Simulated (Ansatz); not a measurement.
`C[NH][InH2]` + H₂O → `[OH][InH2]` + CH₃NH₂ at 700 K and 1 bar (formal hydrolysis of the In–N bond).

Program: Ansatz. Geometries: PBE0-D4/def2-TZVP. ΔE: electronic, gas phase. CCSD(T)/CBS is the MP2 limit (def2-TZVPP, def2-QZVPP) plus CCSD(T) − MP2 in def2-TZVPP, frozen cores. This one scheme is used for every species. Elements past krypton have def2 core potentials. For In outer-core shells are correlated without core-valence functions, which leaves a few kJ/mol of doubt a bond.

```json
{"species": "`C[NH][InH2]`", "CCSD(T)/CBS energy (Eh)": "-286.14916", "H − E (kJ/mol)": "235.3", "S (J/(mol·K))": "412.7"}
{"species": "H₂O", "CCSD(T)/CBS energy (Eh)": "-76.37941", "H − E (kJ/mol)": "80.5", "S (J/(mol·K))": "218.4"}
{"species": "`[OH][InH2]`", "CCSD(T)/CBS energy (Eh)": "-266.78179", "H − E (kJ/mol)": "108.6", "S (J/(mol·K))": "338.8"}
{"species": "CH₃NH₂", "CCSD(T)/CBS energy (Eh)": "-95.75281", "H − E (kJ/mol)": "207.6", "S (J/(mol·K))": "296.6"}
```

H − E and S are ideal-gas, rigid-rotor, harmonic terms from PBE0-D4/def2-TZVP. 1 Eh = 2625.50 kJ/mol, R = 8.31446 J/(mol·K).

Task: By hand: ΔE, ΔH, ΔS and ΔG.

Result: ΔE = (-266.78179) + (-95.75281) − (-286.14916) − (-76.37941) = -0.00603 Eh = -15.8 kJ/mol. Δ(H − E) = 108.6 + 207.6 − 235.3 − 80.5 = 0.4, so ΔH = -15.4 kJ/mol. ΔS = 338.8 + 296.6 − 412.7 − 218.4 = 4.3 J/(mol·K). ΔG = -15.4 − 700 × (4.3)/1000 = -18.4 kJ/mol.

Task: By hand: the equilibrium constant, and the temperature at which ΔG would vanish if ΔH and ΔS stayed fixed.

Result: log₁₀ K = −ΔG/(RT ln 10) = 1.4. ΔH and −TΔS have one sign here, so there is no such temperature. One of them is within its doubt of zero, so this could turn.

The number of gas molecules stays the same, so ΔS is small and ΔH decides. A doubt of 5 kJ/mol in ΔE shifts log₁₀ K by 0.4 here. These are equilibria of isolated gas molecules and say nothing of rates. Largest T1 diagnostic: 0.017 (customary marks: 0.02 for closed shells, 0.045 for open ones).
